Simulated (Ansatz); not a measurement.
CH4F2Si, SMILES `FC(F)[SiH3]`. Total charge 0; spin multiplicity 1.

```xyz
8

F    -0.3307   -1.8623    0.2461
C     0.5176   -0.8026    0.0934
F     1.2259   -1.0100   -1.0561
Si   -0.4831    0.8311   -0.0335
H     1.2319   -0.8366    0.9250
H    -1.2417    1.0051    1.2296
H    -1.3983    0.7283   -1.1940
H     0.4785    1.9470   -0.2105
```

(1) What are the harmonic wavenumbers in cm⁻¹ at PBE0-D4/def2-TZVP (Ansatz, finite differences of forces, unscaled)? (Best estimate.)

(2) Is this a minimum?

(3) Give the ideal-gas thermochemistry at 298.15 K and 1 bar (rigid rotor, harmonic oscillator; point group Cs, symmetry number 1).

Results:

(1) Computed: 125, 210, 290, 479, 591, 623, 764, 901, 932, 938, 1074, 1128, 1340, 1359, 2242, 2253, 2264, 3046.

(2) Yes, all 18 modes are real.

(3) Zero-point energy 123.0 kJ/mol; H(298) − E = 139.5 kJ/mol; entropy 307.5 J/(mol·K), of which translation 163.8, rotation 106.4, vibration 37.3; G(298) − E = 47.8 kJ/mol.
